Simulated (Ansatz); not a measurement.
Reaction (substitution at a C–O bond): `CO[SiH2]S[SiH3]` + `CCB(O)O` → `CCB(O)OC` + `O[SiH2]S[SiH3]`

Gas-phase electronic energies from Ansatz, PBE0-D4/def2-TZVP geometries. CCSD(T)/CBS adds triple-zeta CCSD(T) − MP2 to the extrapolated MP2 energy (def2 sets, frozen cores). Functionals use def2-TZVPP. B3LYP here is the variant with VWN-RPA as its local correlation; programs differ in this. Each species was taken in one conformer, which may not be the lowest.

| level | ΔE (kJ/mol) | difference from CCSD(T)/CBS |
| --- | --- | --- |
| PBE-D4 | 2.0 | 1.1 |
| r2SCAN-D4 | 0.9 | 0.0 |
| B3LYP-D4 | 1.5 | 0.6 |
| ωB97X-V | 1.0 | 0.1 |
| PBE | 0.8 | -0.1 |
| PBE0 | 1.0 | 0.1 |
| B3LYP | -0.5 | -1.4 |
| MP2/def2-TZVPP | 0.9 | 0.0 |
| SCS-MP2/def2-TZVPP | 0.4 | -0.5 |
| CCSD/def2-TZVPP | 0.6 | -0.3 |
| CCSD(T)/def2-TZVPP | 0.8 | -0.1 |
| HF/def2-QZVPP | -0.2 | -1.1 |
| MP2/def2-QZVPP | 1.0 | 0.1 |
| SCS-MP2/def2-QZVPP | 0.5 | -0.4 |
| HF/CBS(def2) | -0.1 | -1.0 |
| CCSD/CBS(def2) | 0.7 | -0.2 |
| CCSD(T)/CBS | 0.9 | 0 |

Largest T1 diagnostic among the species: 0.012.
